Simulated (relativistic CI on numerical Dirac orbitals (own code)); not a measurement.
Method of calculation: Dirac equation for one electron, model QED (radiative potential, 1s self-energy scaled to tabulated hydrogen-like ionisation energies) (own radial code, finite nucleus).

Configuration list: 1s, 2s, 2p, 3s, 3p, 3d, 4s, 4p, 4d, 4f, 5s, 5p, 5d, 5f, 5g, 6s, 6p, 6d. Levels of other configurations are missing.

Outline of the computed level scheme of Au LXXIX. Lowest level of each configuration: 1s 2S_1/2 at 0.0 eV; 2p 2P°_1/2 at 69334.4 eV; 2s 2S_1/2 at 69366.7 eV; 3p 2P°_1/2 at 82881.2 eV; 3s 2S_1/2 at 82890.8 eV; 3d 2D_3/2 at 83546.4 eV; 4p 2P°_1/2 at 87525.4 eV; 4s 2S_1/2 at 87529.3 eV; 4d 2D_3/2 at 87803.6 eV.

Some strong electric-dipole decays among the lowest 14 levels: 2p 2P°_1/2 → 1s 2S_1/2 (2.5e+16 s⁻¹); 2p 2P°_3/2 → 1s 2S_1/2 (2.2e+16 s⁻¹); 3p 2P°_3/2 → 1s 2S_1/2 (6.2e+15 s⁻¹); 3p 2P°_1/2 → 1s 2S_1/2 (6.0e+15 s⁻¹); 4p 2P°_3/2 → 1s 2S_1/2 (2.6e+15 s⁻¹); 3d 2D_5/2 → 2p 2P°_3/2 (2.5e+15 s⁻¹); 3d 2D_3/2 → 2p 2P°_1/2 (2.4e+15 s⁻¹); 4p 2P°_1/2 → 1s 2S_1/2 (2.3e+15 s⁻¹).
